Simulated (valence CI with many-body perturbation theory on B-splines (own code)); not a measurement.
E1 transitions of Os71+

Level of theory: configuration interaction combined with many-body perturbation theory (CI+MBPT): three valence electrons over a frozen Dirac-Fock core [He], radial functions for each j: 11 s, 11 p, 9 d, 7 f, 5 g, 2 h, 1 i, with the one-electron correlation potential Σ1, the two-electron term Σ2, the three-electron term Σ3, Breit, model QED; selected CI, second order for the rest (own B-spline code, finite nucleus).

No measured spectrum was set against this ion. As an estimate, large intervals hold to a few tenths of a per cent, small ones and those within an open d or f shell to about a per cent.

Lines 151 to 200 of 294 in falling wavelength, among levels below 115310 × 10³ cm⁻¹, chosen from the strongest by gf and those to the six lowest levels. Wavelengths and rates use the calculated energies. Electric multipoles are in the length gauge, E1 and E2 with the static RPA response of the core. Weak lines are less certain than strong ones. Lines between different terms over intervals too small for the method are left out, as are lines whose strength nearly cancels. The highest levels of a list are the least certain.

Levels are named by their leading jj configuration (3d3/2^4 stands for four electrons in 3d with j = 3/2), which in mixed levels can hold well under half, so a name can repeat and another be missing. Letters in brackets count levels of one name in rising energy.

```
λ vac (Å)                          Upper                       Lower   A (s⁻¹)  S (a.u.)
    1.203     (2s 2p3/2 3d5/2) J=5/2 [a]          (2s 2p3/2^2) J=3/2  2.13e+14  1.10e-03
    1.203             (2s^2 3d3/2) J=3/2          (2s^2 2p3/2) J=3/2  3.09e+14  1.06e-03
    1.202         (2s 2p1/2 3d3/2) J=5/2  (2s 2p1/2 2p3/2) J=3/2 [a]  2.35e+13  1.21e-04
    1.202  (2p1/2 2p3/2 3d5/2) J=3/2 [b]       (2p1/2 2p3/2^2) J=1/2  1.65e+15  5.65e-03
    1.201     (2s 2p3/2 3d5/2) J=3/2 [a]          (2s 2p3/2^2) J=3/2  7.81e+14  2.67e-03
    1.201     (2s 2p3/2 3d5/2) J=3/2 [a]          (2s 2p3/2^2) J=1/2  6.57e+14  2.25e-03
    1.201      (2p1/2 2p3/2 3d5/2) J=1/2       (2p1/2 2p3/2^2) J=1/2  1.81e+15  3.09e-03
    1.200     (2s 2p1/2 3d3/2) J=3/2 [b]  (2s 2p1/2 2p3/2) J=3/2 [a]  1.54e+14  5.26e-04
    1.199         (2s 2p1/2 3d3/2) J=1/2  (2s 2p1/2 2p3/2) J=3/2 [a]  4.04e+13  6.89e-05
    1.199         (2s 2p3/2 3d5/2) J=1/2          (2s 2p3/2^2) J=1/2  1.58e+15  2.69e-03
    1.198  (2p1/2 2p3/2 3d5/2) J=5/2 [a]       (2p1/2 2p3/2^2) J=5/2  5.42e+14  2.76e-03
    1.198          (2p1/2^2 3d5/2) J=5/2       (2p1/2^2 2p3/2) J=3/2  1.72e+15  8.75e-03
    1.198     (2s 2p1/2 3d5/2) J=5/2 [b]  (2s 2p1/2 2p3/2) J=3/2 [b]  1.37e+15  7.00e-03
    1.198         (2s 2p1/2 3d5/2) J=3/2  (2s 2p1/2 2p3/2) J=3/2 [b]  3.01e+14  1.02e-03
    1.198         (2s 2p1/2 3d5/2) J=3/2      (2s 2p1/2 2p3/2) J=1/2  1.31e+15  4.46e-03
    1.196  (2p1/2 2p3/2 3d5/2) J=5/2 [b]       (2p1/2 2p3/2^2) J=5/2  8.54e+14  4.33e-03
    1.196  (2p1/2 2p3/2 3d5/2) J=3/2 [a]       (2p1/2 2p3/2^2) J=3/2  1.16e+15  3.92e-03
    1.196  (2p1/2 2p3/2 3d5/2) J=5/2 [a]       (2p1/2 2p3/2^2) J=3/2  1.11e+15  5.63e-03
    1.196  (2p1/2 2p3/2 3d5/2) J=7/2 [b]       (2p1/2 2p3/2^2) J=5/2  2.79e+15  1.88e-02
    1.195  (2p1/2 2p3/2 3d5/2) J=3/2 [b]       (2p1/2 2p3/2^2) J=5/2  2.07e+14  6.97e-04
    1.194     (2s 2p1/2 3d5/2) J=5/2 [a]      (2s 2p1/2 2p3/2) J=5/2  2.88e+13  1.45e-04
    1.194  (2p1/2 2p3/2 3d5/2) J=5/2 [b]       (2p1/2 2p3/2^2) J=3/2  1.70e+15  8.58e-03
    1.193  (2p1/2 2p3/2 3p3/2) J=5/2 [a]          (2s 2p3/2^2) J=3/2  1.27e+14  6.40e-04
    1.192  (2p1/2 2p3/2 3p3/2) J=3/2 [a]          (2s 2p3/2^2) J=1/2  3.31e+14  1.11e-03
    1.192     (2s 2p3/2 3d5/2) J=5/2 [b]          (2s 2p3/2^2) J=3/2  2.29e+15  1.15e-02
    1.191     (2s 2p3/2 3d5/2) J=3/2 [b]          (2s 2p3/2^2) J=3/2  5.16e+14  1.72e-03
    1.191     (2s 2p3/2 3d5/2) J=3/2 [b]          (2s 2p3/2^2) J=1/2  9.07e+14  3.02e-03
    1.191         (2s 2p1/2 3d5/2) J=7/2      (2s 2p1/2 2p3/2) J=5/2  1.76e+15  1.17e-02
    1.190     (2s 2p3/2 3d5/2) J=5/2 [a]          (2s 2p3/2^2) J=5/2  1.37e+15  6.85e-03
    1.190     (2s 2p1/2 3d5/2) J=5/2 [a]  (2s 2p1/2 2p3/2) J=3/2 [a]  1.59e+15  7.91e-03
    1.189     (2s 2p1/2 3d5/2) J=5/2 [b]      (2s 2p1/2 2p3/2) J=5/2  2.31e+14  1.15e-03
    1.189         (2s 2p1/2 3d5/2) J=3/2      (2s 2p1/2 2p3/2) J=5/2  1.35e+13  4.47e-05
    1.189     (2s 2p3/2 3d5/2) J=7/2 [a]          (2s 2p3/2^2) J=5/2  2.43e+15  1.61e-02
    1.188             (2s^2 3d5/2) J=5/2          (2s^2 2p3/2) J=3/2  1.65e+15  8.20e-03
    1.188     (2s 2p3/2 3d5/2) J=3/2 [a]          (2s 2p3/2^2) J=5/2  1.77e+14  5.86e-04
    1.188  (2p1/2 2p3/2 3p3/2) J=5/2 [b]          (2s 2p3/2^2) J=3/2  1.81e+14  8.99e-04
    1.186          (2p1/2^2 3p3/2) J=3/2      (2s 2p1/2 2p3/2) J=1/2  3.97e+13  1.31e-04
    1.185     (2s 2p1/2 3d5/2) J=5/2 [b]  (2s 2p1/2 2p3/2) J=3/2 [a]  1.37e+14  6.75e-04
    1.185         (2s 2p1/2 3d5/2) J=3/2  (2s 2p1/2 2p3/2) J=3/2 [a]  8.80e+13  2.89e-04
    1.184         (2s 2p1/2 3p3/2) J=5/2          (2s^2 2p3/2) J=3/2  1.65e+14  8.11e-04
    1.181     (2s 2p3/2 3d5/2) J=7/2 [b]          (2s 2p3/2^2) J=5/2  5.56e+14  3.62e-03
    1.177          (2p1/2^2 3p3/2) J=3/2      (2s 2p1/2 2p3/2) J=5/2  6.08e+11  1.96e-06
    1.173          (2p1/2^2 3p3/2) J=3/2  (2s 2p1/2 2p3/2) J=3/2 [a]  2.74e+12  8.72e-06
    1.131          (2p1/2^2 3d5/2) J=5/2          (2s^2 2p3/2) J=3/2  8.27e+11  3.55e-06
    1.114             (2s^2 3p1/2) J=1/2          (2s 2p1/2^2) J=1/2  2.54e+12  3.47e-06
    1.105        (2s 2p1/2 3s) J=1/2 [a]          (2s 2p1/2^2) J=1/2  3.64e+13  4.84e-05
    1.105        (2s 2p3/2 3s) J=3/2 [a]      (2s 2p1/2 2p3/2) J=1/2  5.85e+12  1.56e-05
    1.102            (2s 2p1/2 3s) J=3/2          (2s 2p1/2^2) J=1/2  7.06e+13  1.87e-04
    1.100            (2s 2p3/2 3s) J=5/2      (2s 2p1/2 2p3/2) J=5/2  5.07e+13  2.00e-04
    1.099        (2s 2p1/2 3s) J=1/2 [b]          (2s 2p1/2^2) J=1/2  1.49e+13  1.95e-05
```
